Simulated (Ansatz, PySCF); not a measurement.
Species: sum formula AlOCl, net charge -1, doublet state. 
Coordinates optimised at B3LYP-D3(BJ)/def2-TZVP (Ansatz, a first-principles code):
```
Al
O 1 1.6398
Cl 1 2.2629 2 126.67
```
Charge -1, spin multiplicity 2.

Total electronic energies in hartree. Correlated levels leave the core frozen unless marked. UHF or UKS for open shells. Spin-orbit coupling is left out. No relativistic terms. FCI takes restricted orbitals. CBS(X,Y): correlation extrapolated as X^-3; Hartree-Fock from the larger set. [CCSD(T)-MP2]/basis is that difference in the basis named.

| level | program | energy (Eh) |
|---|---|---|
| HF/6-31G | Ansatz | -776.26614 |
| HF/aug-cc-pV(D+d)Z | Ansatz | -776.39689 |
| HF/cc-pV(Q+d)Z | Ansatz | -776.44403 |
| HF-D4/def2-TZVPD | PySCF + dftd4 | -776.43349 |
| PBE-D4/def2-TZVPD | Ansatz + dftd4 | -777.63387 |
| BLYP-D4/def2-TZVPD | Ansatz + dftd4 | -778.03581 |
| revPBE-D3(BJ)/def2-TZVPD | Ansatz + dftd3 | -777.87320 |
| B97M-V/def2-TZVPD | Ansatz | -777.81914 |
| PBE0/6-31G* | Ansatz | -777.57386 |
| PBE0-D4/def2-TZVP | Ansatz + dftd4 | ___ |
| HSE06-D4/def2-TZVPD | Ansatz + dftd4 | -777.66163 |
| LC-wPBE-D3(BJ)/def2-TZVPD | Ansatz + dftd3 | -777.76402 |
| LC-wPBE-D4/def2-TZVPD | Ansatz + dftd4 | -777.76490 |
| B2GP-PLYP-D4/def2-TZVPD | Ansatz + dftd4 | -777.63668 |
| RI-MP2/cc-pV(Q+d)Z | Ansatz | -776.99852 |
| SCS-MP2/aug-cc-pV(D+d)Z | Ansatz | -776.80586 |
| SCS-MP2/aug-cc-pV(T+d)Z | Ansatz | -776.94557 |
| SCS-MP2/cc-pwCVTZ | Ansatz | -776.93362 |
| CCSD/cc-pV(T+d)Z | Ansatz | -776.94704 |
| CCSD/cc-pwCVTZ | Ansatz | -776.95666 |
| CCSD(T)/cc-pV(T+d)Z | Ansatz | -776.97230 |
| FCI/STO-3G | Ansatz | ___ |
| RI-MP2/CBS(aug-cc-pV(T+d)Z,aug-cc-pV(Q+d)Z)+[CCSD(T)-MP2]/aug-cc-pV(T+d)Z | Ansatz | -777.0715 |

Q: What belongs in the gaps?

A: 
- PBE0-D4/def2-TZVP, energy (Eh): -777.67211
- FCI/STO-3G, energy (Eh): -767.39090
